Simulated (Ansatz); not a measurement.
`CB1C=N1` + `O[AsH][SiH3]` → `CO[AsH][SiH3]` + `B1C=N1` at 700 K and 1 bar (substitution at a C–B bond).

Isolated molecules relaxed with PBE0-D4/def2-TZVP in Ansatz; ΔE leaves out vibrations. CBS: MP2 limit from def2 TZ/QZ plus the TZ coupled-cluster correction, frozen cores. This one scheme is used for every species. For As outer-core shells are correlated without core-valence functions, which leaves a few kJ/mol of doubt a bond. Scalar relativity is left out up to krypton. One conformer a species, not always the lowest.

| species | CCSD(T)/CBS energy (Eh) | H − E (kJ/mol) | S (J/(mol·K)) |
| --- | --- | --- | --- |
| `CB1C=N1` | -157.97004 | 209.3 | 373.7 |
| `O[AsH][SiH3]` | -2602.26090 | 187.7 | 423.4 |
| `CO[AsH][SiH3]` | -2641.50192 | 277.3 | 487.7 |
| `B1C=N1` | -118.68952 | 115.8 | 293.6 |

H − E and S are ideal-gas, rigid-rotor, harmonic terms from PBE0-D4/def2-TZVP, for one conformer and one mirror image of each species. 1 Eh = 2625.50 kJ/mol, R = 8.31446 J/(mol·K).

Task: By hand: ΔE, ΔH, ΔS and ΔG.

Result: ΔE = (-2641.50192) + (-118.68952) − (-157.97004) − (-2602.26090) = 0.03950 Eh = 103.7 kJ/mol. Δ(H − E) = 277.3 + 115.8 − 209.3 − 187.7 = -3.9, so ΔH = 99.8 kJ/mol. ΔS = 487.7 + 293.6 − 373.7 − 423.4 = -15.8 J/(mol·K). ΔG = 99.8 − 700 × (-15.8)/1000 = 110.9 kJ/mol.

Task: By hand: the equilibrium constant, and the temperature at which ΔG would vanish if ΔH and ΔS stayed fixed.

Result: log₁₀ K = −ΔG/(RT ln 10) = -8.3. ΔH and −TΔS have one sign here, so there is no such temperature.

ΔH outweighs TΔS. A doubt of 5 kJ/mol in ΔE shifts log₁₀ K by 0.4 here. Other conformers and mirror images would add mixing entropy, several J/(mol·K) or more a flexible species. Modes under 60 cm⁻¹, often nearly free rotors, make the harmonic entropy too high. These are equilibria of isolated gas molecules and say nothing of rates. Largest T1 diagnostic: 0.012 (customary marks: 0.02 for closed shells, 0.045 for open ones).
